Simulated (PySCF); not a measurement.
Compound: C₂H₈SeSi.
SMILES with atom numbers: `[CH3:1][CH2:2][SiH2:3][SeH:4]` (hydrogens: H5, H6, H7 on C1; H8, H9 on C2; H10, H11 on Si3; H12 on Se4)

Method: PBE0-D3(BJ)/def2-SVP geometry optimisation, gas phase (PySCF).

**Question.** Give the optimised bond lengths and angles.

**Answer.** 
| bond | length (bohr) |
| --- | --- |
| C1–C2 | 2.884 |
| C2–Si3 | 3.557 |
| Si3–Se4 | 4.326 |
| C1–H5, C1–H6, C1–H7 | 2.082 |
| C2–H8, C2–H9 | 2.086 |
| Si3–H10, Si3–H11 | 2.825 |
| Se4–H12 | 2.781 |

Bonds in one row agree within 0.02 bohr and their mean is given. A selection of angles:
| angle | degrees |
| --- | --- |
| C2–C1–H5 | 111.7 |
| H5–C1–H6 | 107.2 |
| C1–C2–Si3 | 113.7 |
| C1–C2–H8 | 110.7 |
| Si3–C2–H8 | 107.3 |
| H8–C2–H9 | 105.7 |
| C2–Si3–Se4 | 112.3 |
| C2–Si3–H10 | 109.9 |
| C2–Si3–H11 | 111.4 |
| Se4–Si3–H10 | 110.0 |
| Se4–Si3–H11 | 104.3 |
| H10–Si3–H11 | 108.9 |
| Si3–Se4–H12 | 93.0 |

Torsions: C1–C2–Si3–Se4 -179° (antiperiplanar); H12–Se4–Si3–C2 -66° (synclinal). The mirror-image conformer, all signs reversed, is as good.

Si3 (SiH2 silicon) is distorted tetrahedral (angles from 104.3° to 112.3°). Se4 (selenium bonded to Si and H) is bent (angle 93.0°). The 4 heavy atoms lie in one plane (0.004 Å rms).

Whether it is a minimum is left open (no frequencies). One conformer, not necessarily the lowest (C1–C2–Si3–Se4 -179°, C2–Si3–Se4–H -66°).
